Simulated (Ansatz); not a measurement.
Input for Ansatz (an electronic-structure program): R-CCSD(T)/def2-SVPD on H3IS (a complex), monomers drawn apart or pushed together. Elements past Kr take the def2 small-core potentials; no spin–orbit coupling. The run froze 14 orbitals, filled d shells among them.

Ansatz 0.2 input:
```yaml
crystal:
  periodic: [false, false, false]
  atoms:
    - {symbol: S, position_ang: [-0.09462111, 0.07228081, 0.10211770]}
    - {symbol: H, position_ang: [0.05622807, 1.40178412, 0.21974022]}
    - {symbol: H, position_ang: [-1.39045405, 0.12642748, 0.45124834]}
    - {symbol: I, position_ang: [0.86653093, -0.23007580, 4.46730903]}
    - {symbol: H, position_ang: [0.58881765, -0.20588928, 2.85780822]}
basis:
  gaussian:
    orbitals: def2-SVPD
magnetization: {spin_polarized: false}
correlation: {method: ccsd_t, electrons: outside_noble_gas}
scf: {lower_state_search: off}
```

Program output:

```
WARN ansatz: RAYON_NUM_THREADS=1 ignored (pool sized by the plan → 1); use --threads N
Functional definition: HF
these checks for a lower state are left out or cut short: stability, starts, cluster_reference, orbital_swaps, neighbouring_geometries, increment
integrals: 0.09 GiB planned
928 factors; integrals over basis functions are off by at most 1.2e-3 eV
mean field: 0.21 GiB planned
mean field evaluation 1: about -18933.0210 eV, gradient 1.3e1 eV
mean field evaluation 2: about -18933.0486 eV, gradient 1.4e1 eV
mean field evaluation 4: about -18933.9110 eV, gradient 1.5e0 eV
mean field evaluation 8: about -18933.9283 eV, gradient 4.7e-5 eV
mean field -18933.92834899 eV, -695.8090329477 hartree, gradient 1.0e-6 eV, S^2 0.000000; 0 other end points of the search recorded, 0 dependent functions left out
14 core orbitals not correlated
reference -18933.92834899 eV, -695.8090329477 hartree; 8, 8 occupied and 64, 64 virtual orbitals, 928 factors
second order -7.39140223 eV of doubles, -0.00000000 eV of singles
coupled cluster: 0.21 GiB planned
cycle   1  -8.15311982 eV  change   -7.6e-1 eV  update   6.5e-2
cycle   2  -8.39902289 eV  change   -2.5e-1 eV  update   2.1e-2
cycle   3  -8.41836741 eV  change   -1.9e-2 eV  update   5.3e-3
cycle   4  -8.41772831 eV  change    6.4e-4 eV  update   1.4e-3
cycle   5  -8.41719284 eV  change    5.4e-4 eV  update   4.3e-4
cycle   6  -8.41708155 eV  change    1.1e-4 eV  update   1.4e-4
cycle   7  -8.41708027 eV  change    1.3e-6 eV  update   4.5e-5
cycle   8  -8.41708541 eV  change   -5.1e-6 eV  update   1.5e-5
perturbative correction -0.22103537 eV, -0.0081229000 hartree
Total energy: -18942.56646976 eV, -696.1264780311 hartree
Checks for a lower state left out: stability, starts, cluster_reference, orbital_swaps, neighbouring_geometries, increment
```

Self-consistency was reached.

Cost: very roughly 4 core-seconds.
